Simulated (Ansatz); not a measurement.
Consider the substitution at a C–S bond: `C=CS[SiH3]` + `[GeH3][SeH]` → `C=C[Se][GeH3]` + `[SiH3]S`.

Gas-phase electronic energies from Ansatz, PBE0-D4/def2-TZVP geometries. CBS: MP2 limit from def2 TZ/QZ plus the TZ coupled-cluster correction, frozen cores. Functionals use def2-TZVPP. For Ge, Se outer-core shells are correlated without core-valence functions, which leaves a few kJ/mol of doubt a bond. Scalar relativity is left out up to krypton. One conformer a species, not always the lowest.

`C=CS[SiH3]`:

Z-matrix (Å, degrees):
```
Si
S 1 2.134
H 1 1.485 2 112.1
H 1 1.483 2 105.8 3 -120.0
H 1 1.487 2 109.5 3 120.7
C 2 1.761 1 99.3 3 -69.5
C 6 1.326 2 123.0 1 147.4
H 6 1.086 2 116.0 1 -36.3
H 7 1.084 6 122.0 2 -3.8
H 7 1.084 6 120.3 2 175.5
```

`[GeH3][SeH]`:

Cartesian coordinates in Å:
```
Ge -0.524 -0.291 -0.032
Se 0.975 1.438 0.535
H -0.100 -1.608 0.634
H -1.882 0.172 0.509
H -0.583 -0.469 -1.556
H 2.116 0.757 -0.091
```

`C=C[Se][GeH3]`:

```xyz
10

C    -1.741   -1.489    0.085
C    -1.034   -0.406   -0.203
Se   -0.380    0.788    1.129
Ge    1.702    1.202    0.114
H    -2.160   -2.096   -0.709
H    -1.931   -1.800    1.106
H    -0.850   -0.106   -1.230
H     1.461    1.537   -1.367
H     2.315    2.397    0.853
H     2.619   -0.027    0.221
```

`[SiH3]S`:

```xyz
6

Si   -0.188    0.305    0.387
S    -0.095   -0.557   -1.566
H    -0.390   -0.730    1.433
H    -1.357    1.215    0.345
H     1.042    1.074    0.705
H     0.988   -1.308   -1.304
```

Question: Is it downhill or uphill in electronic energy at CCSD(T)/CBS, and by how much? (Best estimate.)

Answer: Computed: Downhill: ΔE = -0.7 kcal/mol.

Question: What do these levels give: LDA (SPW92), PBE-D4, PBE0-D4, r2SCANh-D4, PBE0, HF/def2-TZVPP? (Estimate.)

Answer: Computed: LDA (SPW92) 1.1, PBE-D4 0.3, PBE0-D4 0.3, r2SCANh-D4 0.3, PBE0 0.4, HF/def2-TZVPP 0.0 kcal/mol.

Largest T1 diagnostic among the species: 0.012.

In def2-TZVPP, CCSD(T) changes the Hartree–Fock value by −1.2 kcal/mol (the triples alone add −0.0 kcal/mol) and MP2 by −1.5 kcal/mol. Leaving LDA and LC-ωPBE aside and taking each functional with its dispersion term where it has one, the values, not all of them listed here, spread over 0.7 kcal/mol, from B2PLYP to B97M-V. LDA lies +0.8 kcal/mol from PBE without D4. At CCSD(T), def2-SVP lies +1.5 kcal/mol from the extrapolated value and def2-TZVPP −0.4 kcal/mol.
